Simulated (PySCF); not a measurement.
Working out the excitation energy of Hf

Hf [Xe] 4f14 5d2 6s2 (3F) → Hf [Xe] 4f14 5d4 (5D). Computed with PySCF 2.14 in def2-TZVPPD with the def2 core potential (60 electrons), with a scalar-relativistic core potential. Frozen: 5s2 5p6. Energies in hartree (1 hartree = 27.21139 eV):

```json
{"part": "UHF", "Hf (lower)": "-47.369636", "Hf (upper)": "-47.205566"}
{"part": "CCSD correlation", "Hf (lower)": "-0.060562", "Hf (upper)": "-0.046283"}
{"part": "(T)", "Hf (lower)": "-0.003158", "Hf (upper)": "-0.001980"}
```

What does Hartree-Fock give?

(-47.205566) − (-47.369636) = 0.164070 hartree = 4.465 eV.

What do CCSD and CCSD(T) give?

The CCSD correlation energies differ by 0.014279 hartree = 0.389 eV and the triples by 0.001178 hartree = 0.032 eV, so CCSD gives 4.854 eV and CCSD(T) 4.886 eV.
